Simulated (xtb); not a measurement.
Si(H)2(Br)(Me) (CH5BrSi), SMILES C[SiH2]Br. All values are semi-empirical tight-binding results from xtb (GFN2-xTB unless named), good for trends rather than for accurate numbers. The structure is a stationary point at GFN2-xTB.

| Quantity | Result |
|---|---|
| point group as xtb finds it | Cs |
| orbital gap | 5.68 eV |
| zero-point energy | 33.9 kcal/mol |
| G − E(el) at 298.15 K (modified RRHO) | 15.4 kcal/mol |
| static polarisability (D4 model) | 63.2 bohr³ |
| solvation energy, GFN2-xTB/ALPB(water) | -0.7 kcal/mol |
| solvation energy, GFN2-xTB/ALPB(ch2cl2) | -3.1 kcal/mol |
